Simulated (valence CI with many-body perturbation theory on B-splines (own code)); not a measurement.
## In XXXV: calculated level list

Level of theory: relativistic CI+MBPT: five valence electrons over a frozen Dirac-Fock core [Ne], radial functions for each j: 11 s, 11 p, 10 d, 8 f, 5 g, 2 h, with the one-electron correlation potential Σ1, the two-electron term Σ2, the three-electron term Σ3, Breit, model QED; selected CI, second order for the rest, scaled by the run's own slope (own B-spline code, finite nucleus).

No measured spectrum was set against this ion. As an estimate, large intervals hold to a few tenths of a per cent, small ones and those within an open d or f shell to about a per cent. Among the levels kept, up to 4300 cm⁻¹ of a level comes from second order outside the variational space, and about a tenth of that is noise between levels of different J, which matters for small intervals.

Levels 46 to 90 of 169, with energies above the lowest level, (3s^2 3p1/2^2 3p3/2) J=3/2. "Leading %" is the weight of the configuration and term that name the level; weights of strongly mixed levels are sums over their largest components and can fall short. In the jj column 3d3/2^4 stands for four electrons in 3d with j = 3/2.

| No. | Configuration | Term | J | E (cm⁻¹) | Leading % | Second component | Leading jj | g |
| --- | --- | --- | --- | --- | --- | --- | --- | --- |
| 46 | 3s.3p3.3d | 4F° | 3/2 | 2230300 | 38 | 9 % 3s.3p3.3d 2D° | 3s 3p1/2^2 3p3/2 3d3/2 (55 %) | 0.888 |
| 47 | 3s.3p4 | 2P | 1/2 | 2240600 | 26 | 24 % 3s.3p4 2S | 3s 3p3/2^4 (59 %) | 1.645 |
| 48 | 3s.3p3.3d | 4D° | 5/2 | 2285800 | 34 | 22 % 3s.3p3.3d 6D° | 3s 3p1/2^2 3p3/2 3d5/2 (76 %) | 1.389 |
| 49 | 3p5 | 2P° | 3/2 | 2290500 | 35 | 31 % 3s.3p3.3d 2P° | 3s 3p1/2^2 3p3/2 3d5/2 (37 %) | 1.292 |
| 50 | 3s.3p3.3d | 4G° | 5/2 | 2335900 | 40 | 14 % 3s.3p3.3d 2F° | 3s 3p1/2^2 3p3/2 3d3/2 (76 %) | 0.822 |
| 51 | 3s.3p3.3d | 4D° | 1/2 | 2355700 | 50 | 22 % 3s.3p3.3d 2P° | 3s 3p1/2^2 3p3/2 3d3/2 (76 %) | 0.596 |
| 52 | 3s.3p3.3d | 2F° | 7/2 | 2366600 | 29 | 21 % 3s.3p3.3d 4D° | 3s 3p1/2^2 3p3/2 3d5/2 (47 %) | 1.233 |
| 53 | 3s.3p3.3d | 4G° | 7/2 | 2428800 | 32 | 19 % 3s.3p3.3d 4D° | 3s 3p1/2^2 3p3/2 3d5/2 (73 %) | 1.130 |
| 54 | 3s.3p3.3d | 4D° | 1/2 | 2432800 | 68 | 11 % 3s.3p3.3d 2P° | 3s 3p1/2^2 3p3/2 3d5/2 (50 %) | 0.470 |
| 55 | 3s.3p3.3d | 4D° | 3/2 | 2438900 | 47 | 16 % 3s.3p3.3d 4F° | 3s 3p1/2 3p3/2^2 3d3/2 (73 %) | 1.132 |
| 56 | 3s.3p3.3d | 4F° | 5/2 | 2452200 | 49 | 13 % 3s.3p3.3d 4D° | 3s 3p1/2 3p3/2^2 3d3/2 (57 %) | 1.149 |
| 57 | 3s.3p3.3d | 2S° | 1/2 | 2470800 | 26 | 24 % 3s.3p3.3d 6D° | 3s 3p1/2 3p3/2^2 3d3/2 (53 %) | 1.737 |
| 58 | 3s.3p3.3d | 4F° | 7/2 | 2490000 | 52 | 18 % 3s.3p3.3d 6D° | 3s 3p1/2 3p3/2^2 3d3/2 (46 %) | 1.280 |
| 59 | 3s.3p3.3d | 4D° | 5/2 | 2492500 | 22 | 13 % 3s.3p3.3d 4G° | 3s 3p1/2^2 3p3/2 3d5/2 (44 %) | 1.141 |
| 60 | 3s.3p3.3d | 4D° | 3/2 | 2494400 | 39 | 14 % 3s.3p3.3d 4P° | 3s 3p1/2^2 3p3/2 3d5/2 (70 %) | 1.389 |
| 61 | 3s.3p3.3d | 4D° | 7/2 | 2542700 | 50 | 16 % 3s.3p3.3d 2G° | 3s 3p1/2 3p3/2^2 3d5/2 (54 %) | 1.287 |
| 62 | 3s2.3p.3d2 | 4G° | 5/2 | 2545700 | 43 | 27 % 3s2.3p.3d2 2F° | 3s^2 3p1/2 3d3/2^2 (76 %) | 0.809 |
| 63 | 3p5 | 2P° | 3/2 | 2547300 | 22 | 20 % 3s.3p3.3d 2D° | 3p1/2^2 3p3/2^3 (22 %) | 1.224 |
| 64 | 3s.3p3.3d | 4G° | 9/2 | 2548300 | 44 | 20 % 3s.3p3.3d 4F° | 3s 3p1/2 3p3/2^2 3d3/2 (45 %) | 1.250 |
| 65 | 3s.3p3.3d | 4F° | 9/2 | 2592300 | 50 | 15 % 3s.3p3.3d 6D° | 3s 3p1/2 3p3/2^2 3d5/2 (75 %) | 1.299 |
| 66 | 3s.3p3.3d | 2P° | 1/2 | 2615300 | 46 | 16 % 3s.3p3.3d 4D° | 3s 3p1/2 3p3/2^2 3d5/2 (57 %) | 0.618 |
| 67 | 3s.3p3.3d | 4D° | 1/2 | 2634700 | 24 | 13 % 3p5 2P° | 3s 3p1/2 3p3/2^2 3d3/2 (44 %) | 0.634 |
| 68 | 3s.3p3.3d | 2G° | 9/2 | 2645900 | 54 | 22 % 3s.3p3.3d 4F° | 3s 3p1/2 3p3/2^2 3d5/2 (56 %) | 1.172 |
| 69 | 3s.3p3.3d | 4P° | 5/2 | 2646600 | 38 | 13 % 3s.3p3.3d 4D° | 3s 3p1/2 3p3/2^2 3d3/2 (53 %) | 1.376 |
| 70 | 3s.3p3.3d | 2D° | 3/2 | 2656100 | 21 | 17 % 3s.3p3.3d 4F° | 3s 3p1/2 3p3/2^2 3d3/2 (55 %) | 1.043 |
| 71 | 3s.3p3.3d | 4G° | 11/2 | 2667000 | 95 |  | 3s 3p1/2 3p3/2^2 3d5/2 (95 %) | 1.268 |
| 72 | 3s.3p3.3d | 4D° | 7/2 | 2674400 | 34 | 15 % 3s2.3p.3d2 4G° | 3s 3p1/2 3p3/2^2 3d3/2 (44 %) | 1.211 |
| 73 | 3s.3p3.3d | 4S° | 3/2 | 2674500 | 20 | 14 % 3s.3p3.3d 4P° | 3s 3p1/2 3p3/2^2 3d3/2 (48 %) | 1.353 |
| 74 | 3s2.3p.3d2 | 4G° | 7/2 | 2684300 | 36 | 13 % 3s2.3p.3d2 2F° | 3s^2 3p1/2 3d3/2 3d5/2 (56 %) | 1.090 |
| 75 | 3s.3p3.3d | 4P° | 5/2 | 2685300 | 21 | 17 % 3s2.3p.3d2 4G° | 3s^2 3p1/2 3d3/2 3d5/2 (50 %) | 1.178 |
| 76 | 3s.3p3.3d | 4P° | 1/2 | 2711300 | 51 | 22 % 3s.3p3.3d 2S° | 3s 3p1/2 3p3/2^2 3d5/2 (74 %) | 2.209 |
| 77 | 3s.3p3.3d | 4F° | 3/2 | 2723300 | 29 | 22 % 3s.3p3.3d 4D° | 3s 3p1/2 3p3/2^2 3d3/2 (50 %) | 0.890 |
| 78 | 3s.3p3.3d | 4D° | 5/2 | 2724300 | 42 | 9 % 3s.3p3.3d 2F° | 3s 3p1/2 3p3/2^2 3d5/2 (45 %) | 1.167 |
| 79 | 3s.3p3.3d | 4P° | 3/2 | 2730900 | 22 | 12 % 3s.3p3.3d 4F° | 3s 3p1/2 3p3/2^2 3d3/2 (46 %) | 1.008 |
| 80 | 3s.3p3.3d | 2D° | 5/2 | 2740300 | 28 | 20 % 3s.3p3.3d 4G° | 3s 3p1/2 3p3/2^2 3d3/2 (56 %) | 1.032 |
| 81 | 3s.3p3.3d | 2G° | 7/2 | 2744400 | 34 | 15 % 3s.3p3.3d 4G° | 3s 3p1/2 3p3/2^2 3d3/2 (61 %) | 1.040 |
| 82 | 3s2.3p.3d2 | 2H° | 9/2 | 2745100 | 20 | 19 % 3s.3p3.3d 2G° | 3s^2 3p1/2 3d3/2 3d5/2 (52 %) | 1.105 |
| 83 | 3s2.3p.3d2 | 4F° | 3/2 | 2754000 | 14 | 9 % 3s.3p3.3d 4P° | 3s^2 3p1/2 3d3/2^2 (27 %) | 0.948 |
| 84 | 3s2.3p.3d2 | 4D° | 1/2 | 2754800 | 49 | 11 % 3s.3p3.3d 2P° | 3s^2 3p1/2 3d3/2^2 (42 %) | 0.415 |
| 85 | 3s.3p3.3d | 4S° | 3/2 | 2775200 | 17 | 15 % 3s.3p3.3d 2P° | 3s 3p1/2 3p3/2^2 3d5/2 (32 %) | 1.457 |
| 86 | 3s.3p3.3d | 4P° | 5/2 | 2779100 | 32 | 19 % 3s.3p3.3d 4D° | 3s 3p1/2 3p3/2^2 3d5/2 (76 %) | 1.311 |
| 87 | 3s.3p3.3d | 2F° | 7/2 | 2789000 | 44 | 12 % 3s2.3p.3d2 4G° | 3s 3p1/2 3p3/2^2 3d5/2 (50 %) | 1.158 |
| 88 | 3s.3p3.3d | 4D° | 7/2 | 2796800 | 31 | 26 % 3s.3p3.3d 2F° | 3s 3p1/2 3p3/2^2 3d5/2 (75 %) | 1.185 |
| 89 | 3s2.3p.3d2 | 4P° | 1/2 | 2798500 | 40 | 21 % 3s.3p3.3d 2S° | 3s^2 3p1/2 3d3/2 3d5/2 (52 %) | 2.034 |
| 90 | 3s.3p3.3d | 4D° | 5/2 | 2813000 | 41 | 13 % 3s.3p3.3d 2F° | 3s 3p1/2 3p3/2^2 3d5/2 (38 %) | 1.184 |

Where two levels of one J and parity lie close, their mixing, g and order are uncertain.
